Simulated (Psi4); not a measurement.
Br4Ti, singlet, at a GFN2-xTB geometry (such geometries of metal compounds can be far from the true shape); B3LYP/STO-3G (Psi4 1.11).

Input for Psi4:
```
memory 2 GB

molecule mol {
0 1
  Ti    0.000000   -0.000000   -0.000000
  Br    1.837950   -0.531399   -1.351868
  Br    0.722307    0.336398    2.202975
  Br   -1.015478    1.955289   -0.796014
  Br   -1.544778   -1.760289   -0.055093
}

set basis sto-3g
set reference rks
set dft_spherical_points 194

energy('b3lyp')
print_variables()
```

The log (banner, timings and long lists left out):

```
   => Loading Basis Set <=

    Name: STO-3G
    Role: ORBITAL
    Keyword: BASIS

         ---------------------------------------------------------
                                   SCF
               by Justin Turney, Rob Parrish, Andy Simmonett
                          and Daniel G. A. Smith
                              RKS Reference
         ---------------------------------------------------------

  ==> Geometry <==

    Molecular point group: c1
    Full point group: C1

    Geometry (in Angstrom), charge = 0, multiplicity = 1:

       Center              X                  Y                   Z               Mass
    ------------   -----------------  -----------------  -----------------  -----------------
         TI          -0.000000217034     0.000000217034     0.000000000000    47.947941980000
         BR           1.837949782966    -0.531398782966    -1.351868000000    78.918337600000
         BR           0.722306782966     0.336398217034     2.202975000000    78.918337600000
         BR          -1.015478217034     1.955289217034    -0.796014000000    78.918337600000
         BR          -1.544778217034    -1.760288782966    -0.055093000000    78.918337600000

  Running in c1 symmetry.

  Rotational constants: A =      0.01460  B =      0.01460  C =      0.01460 [cm^-1]
  Rotational constants: A =    437.57976  B =    437.57970  C =    437.57966 [MHz]
  Nuclear repulsion = 1712.447876798323250

  Charge       = 0
  Multiplicity = 1
  Electrons    = 162
  Nalpha       = 81
  Nbeta        = 81

  ==> Algorithm <==

  SCF Algorithm Type is DF.
  DIIS enabled.
  MOM disabled.
  Fractional occupation disabled.
  Guess Type is SAD.
  Energy threshold   = 1.00e-06
  Density threshold  = 1.00e-06
  Integral threshold = 1.00e-12

  ==> Primary Basis <==

  Basis Set: STO-3G
    Blend: STO-3G
    Number of shells: 40
    Number of basis functions: 90
    Number of Cartesian functions: 95
    Spherical Harmonics?: true
    Max angular momentum: 2

  ==> DFT Potential <==

   => LibXC <=

    Version 7.1.2
    S. Lehtola, C. Steigemann, M. J. T. Oliveira, and M. A. L. Marques,  SoftwareX 7, 1–5 (2018) (10.1016/j.softx.2017.11.002)

   => Composite Functional: B3LYP <=

    B3LYP Hyb-GGA Exchange-Correlation Functional

    P. J. Stephens, F. J. Devlin, C. F. Chabalowski, and M. J. Frisch,  J. Phys. Chem. 98, 11623 (1994) (10.1021/j100096a001)

    Deriv               =              1
    GGA                 =           TRUE
    Meta                =          FALSE

    Exchange Hybrid     =           TRUE
    MP2 Hybrid          =          FALSE

   => Exchange Functionals <=

    0.0800   Slater exchange
    0.7200         Becke 88

   => Exact (HF) Exchange <=

    0.2000               HF

   => Correlation Functionals <=

    0.1900   Vosko, Wilk & Nusair (VWN5_RPA)
    0.8100   Lee, Yang & Parr

   => LibXC Density Thresholds  <==

    XC_HYB_GGA_XC_B3LYP:  1.00E-15

   => Molecular Quadrature <=

    Radial Scheme          =       TREUTLER
    Pruning Scheme         =           NONE
    Nuclear Scheme         =       TREUTLER

    Blocking Scheme        =         OCTREE
    BS radius alpha        =              1
    Pruning alpha          =              1
    Radial Points          =             75
    Spherical Points       =            194
    Total Points           =          64711
    Total Blocks           =            583
    Max Points             =            256
    Max Functions          =             60
    Weights Tolerance      =       1.00E-15

   => Loading Basis Set <=

    Name: (STO-3G AUX)
    Role: JKFIT
    Keyword: DF_BASIS_SCF

  ==> Integral Setup <==

  SCF_SUBTYPE=INCORE selected. In-core MEM_DF algorithm will be used.
  Using in-core AOs.

  ==> MemDFJK: Density-Fitted J/K Matrices <==

    J tasked:                   Yes
    K tasked:                   Yes
    wK tasked:                   No
    Algorithm:                 Core
    Schwarz Cutoff:           1E-12
    Mask sparsity (%):      35.7531
    Fitting Condition:        1E-10

   => Auxiliary Basis Set <=

  Basis Set: (STO-3G AUX)
    Blend: DEF2-UNIVERSAL-JKFIT
    Number of shells: 298
    Number of basis functions: 1328
    Number of Cartesian functions: 1861
    Spherical Harmonics?: true
    Max angular momentum: 6

  Minimum eigenvalue in the overlap matrix is 2.5017428052E-01.
  Reciprocal condition number of the overlap matrix is 1.2935328680E-01.
    Using symmetric orthogonalization.

  ==> Pre-Iterations <==

  SCF Guess: Superposition of Atomic Densities via on-the-fly atomic UHF (no occupation information).

   -------------------------
    Irrep   Nso     Nmo
   -------------------------
     A         90      90
   -------------------------
    Total      90      90
   -------------------------

  ==> Iterations <==

                           Total Energy        Delta E     RMS |[F,P]|

   @DF-RKS iter SAD: -11020.45637202575199   -1.10205e+04   0.00000e+00
   @DF-RKS iter   1: -11024.53752421151330   -4.08115e+00   8.18942e-03 DIIS/ADIIS
   @DF-RKS iter   2: -11015.55734657855464    8.98018e+00   3.93695e-02 DIIS/ADIIS
   @DF-RKS iter   3: -11024.95387038276385   -9.39652e+00   5.33891e-03 DIIS/ADIIS
   @DF-RKS iter   4: -11025.07402083729721   -1.20150e-01   1.99414e-03 DIIS/ADIIS
   @DF-RKS iter   5: -11025.09519906627429   -2.11782e-02   2.56575e-04 DIIS/ADIIS
   @DF-RKS iter   6: -11025.09556905770660   -3.69991e-04   2.43209e-05 DIIS
   @DF-RKS iter   7: -11025.09557227903861   -3.22133e-06   4.84962e-06 DIIS
   @DF-RKS iter   8: -11025.09557240998583   -1.30947e-07   1.09690e-06 DIIS
   @DF-RKS iter   9: -11025.09557241674702   -6.76118e-09   1.12693e-08 DIIS
  Energy and wave function converged.

  ==> Post-Iterations <==

   Electrons on quadrature grid:
      Ntotal   =  161.9999292801 ; deviation = -7.072e-05

    Orbital Energies [Eh]
    ---------------------

    Doubly Occupied:

       1A   -477.310238     2A   -477.310231     3A   -477.310224
       4A   -477.310222     5A   -177.337480     6A    -60.402717
       7A    -60.402547     8A    -60.402540     9A    -60.402535
      10A    -55.583079    11A    -55.583071    12A    -55.583065
      13A    -55.583062    14A    -55.581105    15A    -55.581104
      16A    -55.581098    17A    -55.581097    18A    -55.581091
      19A    -55.581091    20A    -55.581088    21A    -55.581088
      22A    -19.885261    23A    -16.892778    24A    -16.892776
      25A    -16.892775    26A     -7.971666    27A     -7.971460
      28A     -7.971453    29A     -7.971445    30A     -5.934535
      31A     -5.934260    32A     -5.934228    33A     -5.934186
      34A     -5.925388    35A     -5.925378    36A     -5.925338
      37A     -5.925133    38A     -5.925115    39A     -5.925101
      40A     -5.925068    41A     -5.925062    42A     -2.589021
      43A     -1.710771    44A     -1.710768    45A     -1.710759
      46A     -1.639823    47A     -1.639731    48A     -1.639654
      49A     -1.639265    50A     -1.636854    51A     -1.636823
      52A     -1.636701    53A     -1.636689    54A     -1.636599
      55A     -1.636443    56A     -1.636314    57A     -1.636299
      58A     -1.631087    59A     -1.631085    60A     -1.631077
      61A     -1.631069    62A     -1.631055    63A     -1.631048
      64A     -1.631044    65A     -1.631031    66A     -0.659319
      67A     -0.640504    68A     -0.640501    69A     -0.640501
      70A     -0.315728    71A     -0.277267    72A     -0.277262
      73A     -0.277259    74A     -0.249831    75A     -0.249813
      76A     -0.246423    77A     -0.246418    78A     -0.246396
      79A     -0.208208    80A     -0.208191    81A     -0.208183

    Virtual:

      82A      0.041399    83A      0.041411    84A      0.058320
      85A      0.058331    86A      0.058335    87A      0.217630
      88A      0.366737    89A      0.366743    90A      0.366766

    Final Occupation by Irrep:
              A
    DOCC [    81 ]
    NA   [    81 ]
    NB   [    81 ]

  @DF-RKS Final Energy: -11025.09557241674702

   => Energetics <=

    Nuclear Repulsion Energy =           1712.4478767983232501
    One-Electron Energy =              -18814.7930542481008160
    Two-Electron Energy =                6406.0321067344511903
    DFT Exchange-Correlation Energy =    -328.7825017014196760
    Empirical Dispersion Energy =           0.0000000000000000
    VV10 Nonlocal Energy =                  0.0000000000000000
    Total Energy =                     -11025.0955724167451990

Computation Completed

Properties will be evaluated at   0.000000,   0.000000,   0.000000 [a0]

Properties computed using the SCF density matrix

 Multipole Moments:

 ------------------------------------------------------------------------------------
     Multipole            Electronic (a.u.)      Nuclear  (a.u.)        Total (a.u.)
 ------------------------------------------------------------------------------------

 L = 1.  Multiply by 2.5417464519 to convert [e a0] to [Debye]
 Dipole X            :         -0.0000552           -0.0000003           -0.0000555
 Dipole Y            :          0.0000254            0.0000003            0.0000257
 Dipole Z            :         -0.0000443           -0.0000000           -0.0000443
 Magnitude           :                                                    0.0000755

 ------------------------------------------------------------------------------------

  Variable Map:
  ----------------------------------------------------------------------------
  "CURRENT ENERGY"              =>  -11025.095572416747
  "CURRENT REFERENCE ENERGY"    =>  -11025.095572416747
  "DD SOLVATION ENERGY"         =>       0.000000000000
  "DFT FUNCTIONAL TOTAL ENERGY" =>  -11025.095572416745
  "DFT TOTAL ENERGY"            =>  -11025.095572416745
  "DFT VV10 ENERGY"             =>       0.000000000000
  "DFT XC ENERGY"               =>    -328.782501701420
  "GRID ELECTRONS ALPHA"        =>      80.999964640033
  "GRID ELECTRONS BETA"         =>      80.999964640033
  "GRID ELECTRONS TOTAL"        =>     161.999929280066
  "NUCLEAR REPULSION ENERGY"    =>    1712.447876798323
  "ONE-ELECTRON ENERGY"         =>  -18814.793054248101
  "PCM POLARIZATION ENERGY"     =>       0.000000000000
  "PE ENERGY"                   =>       0.000000000000
  "SCF ITERATION ENERGY"        =>  -11025.095572416747
  "SCF ITERATIONS"              =>       9.000000000000
  "SCF TOTAL ENERGY"            =>  -11025.095572416747
  "TWO-ELECTRON ENERGY"         =>    6406.032106734451
  "XC GRID RADIAL POINTS"       =>      75.000000000000
  "XC GRID SPHERICAL POINTS"    =>     194.000000000000
  "XC GRID TOTAL POINTS"        =>   64711.000000000000

  Array Variable Map:
  ----------------------------------------------------------------------------
  "CURRENT DIPOLE"              =>      -0.000055492977 ... -0.000044331352 1 by 3
  "SCF DIPOLE"                  =>      -0.000055492977 ... -0.000044331352 1 by 3
  "SCF TOTAL ENERGIES"          =>  -11020.456372025752 ... -11025.095572416747 1 by 10
```
